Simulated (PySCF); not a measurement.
H4MgSi, SMILES [MgH][SiH3].

Geometry optimised at TPSSh-D3(BJ)/def2-TZVP.

Vertical ionisation energy (IE) and electron affinity (EA) in eV. Rows of orbital energies are one-electron estimates. Where ΔSCF, EOM or ADC give a negative EA the extra electron is unbound and the value depends on the basis.

```tsv
level	IE	EA
−ε(HOMO), −ε(LUMO), PBE0/def2-TZVPD (PySCF)	6.81	1.06
−ε(HOMO), −ε(LUMO), HF/def2-TZVPD (PySCF)	9.13	-0.75
```
